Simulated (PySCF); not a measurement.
# Dipole moment and polarisability of `C#C[BH-]1[NH2+][BH2-][NH2+]1`

C2H8B2N2.
SMILES with atom numbers: `[CH:1]#[C:2][BH-:3]1[NH2+:4][BH2-:5][NH2+:6]1` (hydrogens: H7 on C1; H8 on B3; H9, H10 on N4; H11, H12 on B5; H13, H14 on N6)

Cartesian coordinates in Å at the PBE0-D3(BJ)/def2-SVP level; atoms count from 1:
```
atom  x, y, z in Å
C1     2.776   -0.922   -0.272
C2     1.681   -0.432   -0.477
B3     0.261    0.183   -0.697
N4    -0.921   -0.833   -0.348
B5    -1.448    0.254    0.700
N6    -0.172    1.188    0.465
H7     3.748   -1.349   -0.106
H8     0.088    0.687   -1.792
H9    -0.607   -1.709    0.062
H10   -1.548   -1.044   -1.119
H11   -2.464    0.792    0.298
H12   -1.509   -0.180    1.835
H13   -0.369    2.137    0.162
H14    0.482    1.227    1.243
```

Level: CAM-B3LYP/def2-SVPD (PySCF), static field, nuclei fixed, core orbitals frozen in the response. The polarisability tensor in these axes (au):

```
x   83.42 -9.09 -0.69
y   -9.09 61.79 -0.58
z   -0.69 -0.58 60.27
```

Diagonalise the tensor; give its mean and Δα, where Δα² is half the sum of the squared differences of the eigenvalues.

Principal values 58.18, 60.56 and 86.75 au; mean 68.49 au = 10.15 Å³ = 11.29 × 10⁻⁴⁰ C²·m²/J; Δα = 27.46 au (40 % of the mean).

What is the dipole moment, and where does it point?

(0.02, -0.10, 0.22) D, 0.24 D in size, pointing from the negative to the positive side. Measured along this direction, the outermost atoms are H8 at the negative end and H12 at the positive end.

Rayleigh depolarisation ratio (linearly polarised light, static tensor)?

ρ = 3Δα²/(45ᾱ² + 4Δα²) = 2261.4/(211119 + 3015.3) = 0.0106.

Orientational against electronic polarisability at 298 K (dilute gas, rigid molecules)?

In Gaussian units μ²/3kT = 0.46 Å³ against 10.15 Å³, a ratio of 0.05; the Debye molar polarisation (4π/3)N_A(α + μ²/3kT) is 26.8 cm³/mol, leaving out the vibrational part.

What are the principal values of the traceless quadrupole moment, Θ = ½Σq(3rr − r²1), about the centre of nuclear charge?

-13.57, 2.09, 11.48 D·Å. The values depend on the origin, since the dipole doesn't vanish. The electronic extent ⟨r²⟩ about the same centre is 641 bohr², a root-mean-square distance of 2.02 Å for the 44 electrons.

Geometry: PBE0-D3(BJ)/def2-SVP; no solvent, vibrations or thermal averaging.
